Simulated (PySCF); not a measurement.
Atoms are numbered as in `[N:1]#[C:2][C:3]1=[CH:4][CH:5]=[CH:6][SiH2:7]1` (H(Xn): hydrogen on atom n).

Geometry: PBE0-D3(BJ)/def2-SVP; GIAO shifts from PySCF 2.14.0 with density-fitted response routines, gas phase, non-relativistic, averaged over equivalent atoms.

At PBE0/6-311+G(2d,p) (227 basis functions, 28 s wall time on 1 thread of an Arm Neoverse V2, shared host):
```csv
atoms,δ (ppm)
N1,318.4
C4,166.3
C5,154.6
C6,137.9
C2,120.7
C3,117.2
Si7,-34.9
H(C4),7.87
H(C5),7.47
H(C6),6.61
H(Si7),4.95
```

Scale: NH3 for 15N (σ = 261.88 ppm); 13C (σ = 186.44 ppm) and 29Si (σ = 344.43 ppm) and 1H (σ = 31.51 ppm) against TMS (reference shieldings calculated alike).

Question: Estimate the result of repeating the calculation with PBE0/pcSseg-2.

Answer: 
```csv
atoms,δ at PBE0/pcSseg-2,change
N1,331.1,+12.7
C4,173.3,+7.0
C5,161.1,+6.5
C6,144.2,+6.3
C2,124.4,+3.7
C3,122.7,+5.5
Si7,-35.7,-0.8
H(C4),7.84,-0.03
H(C5),7.52,+0.05
H(C6),6.67,+0.06
H(Si7),4.76,-0.19
```

Shifts are taken against calculated references (same method and geometry level): 15N (σref 261.69) against NH3; TMS for 13C (σref 184.13) and 29Si (σref 341.29) and 1H (σref 31.25).

The largest change is at N1 (nitrile nitrogen). Cost: 329 basis functions, 55 s wall time on 1 thread of an Arm Neoverse V2, shared host. The order of the carbon signals is the same at both levels.

Experimental scales use liquid or dissolved standards, which lie at an offset from isolated NH3 (liquid NH3: subtract about 20 ppm). Unscaled 15N shifts of sp2 nitrogen come out 20 to 40 ppm too high even then.
